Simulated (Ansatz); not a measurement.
The same path of ClFH3NOZr + F (9 atoms, charge 0, multiplicity 2) was run 3 times with different band settings.

Method: Ansatz, UHF/def2-SVP.

Relaxed end points:

```xyz
9
Properties=species:S:1:pos:R:3
Zr -0.027 -0.150 -0.101
F 0.025 -0.280 1.813
N 1.875 0.043 -0.766
H 2.663 -0.500 -0.456
H 2.193 0.693 -1.465
O -0.989 1.375 -0.721
H -1.557 2.081 -0.977
Cl -1.015 -2.188 -0.927
F -0.012 0.017 4.500
```

```xyz
9
Properties=species:S:1:pos:R:3
Zr 0.082 -0.089 -0.023
F 0.351 -0.073 1.877
N 1.896 0.038 -0.911
H 2.714 -0.490 -0.655
H 2.131 0.632 -1.688
O -0.944 1.392 -0.648
H -1.537 2.079 -0.897
Cl -0.990 -2.180 -0.569
F -0.547 -0.217 4.414
```

Common settings: movable images 7; climbing image yes; spring 5.0 eV/Å²; optimiser quadratic models (default); iteration limit 60; end points relaxed.

| run | start path | force threshold |
| --- | --- | --- |
| 1 | through a guess of the saddle point | 0.05 eV/Å |
| 2 | through a guess of the saddle point | 0.2 eV/Å |
| 3 | straight line | 0.05 eV/Å |

(1) What does each run give, and how far can it be trusted?

## Answers

(1) Run 1: converged after 16 iterations, highest image 0.000 eV above the first end. The top lies less than 8 meV above the higher end, about what the thresholds resolve: the motion is nearly free. A vibrational analysis at the climbing image gives no mode beyond 40i cm⁻¹: the surface is too flat there to confirm a saddle point.
Run 2: converged after 10 iterations, highest image 0.003 eV above the first end. The threshold of 0.2 eV/Å is loose, so the images may lie well off the minimum-energy path. The top lies less than 8 meV above the higher end, about what the thresholds resolve: the motion is nearly free. Another band between the same ends (7 images) ends at a top of the same energy, where a vibrational analysis finds no clearly imaginary modes.
Run 3: converged after 3 iterations, highest image 0.000 eV above the first end. The top lies less than 8 meV above the higher end, about what the thresholds resolve: the motion is nearly free. Another band between the same ends (7 images) ends at a top of the same energy, where a vibrational analysis finds no clearly imaginary modes.
